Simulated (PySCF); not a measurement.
Chromium: highly charged ions in a basis for the neutral atom

Cr(15+) [He] 2s2 2p5, Cr(16+) [He] 2s2 2p4. All numbers are calculated (PySCF 2.14, no relativity, point nucleus, in cc-pVTZ). No spin-orbit coupling, so a gap to NIST mixes the basis error with missing relativistic terms.

Changed run: basis of the neutral atom used for a highly charged ion. This setting is unsound on purpose.

```
species  method  sound run (hartree)  changed run (hartree)  converged
Cr(15+)     UHF              not run             -920.00140        yes
Cr(15+)     LDA              not run             -917.98074        yes
Cr(15+)    MN15              not run             -920.24397        yes
Cr(16+)     UHF              not run             -879.64208        yes
Cr(16+)     LDA              not run             -877.59595        yes
Cr(16+)    MN15              not run             -879.77809        yes
```

Ionisation energy of Cr(15+):

```json
{"method": "UHF", "changed run (eV)": "1098.2", "NIST (eV)": "1097.2 ± 1.4"}
{"method": "LDA", "changed run (eV)": "1098.9", "NIST (eV)": "1097.2 ± 1.4"}
{"method": "MN15", "changed run (eV)": "1101.1", "NIST (eV)": "1097.2 ± 1.4"}
```

The contracted functions were made for the neutral atom and can be too rigid for a highly charged ion.
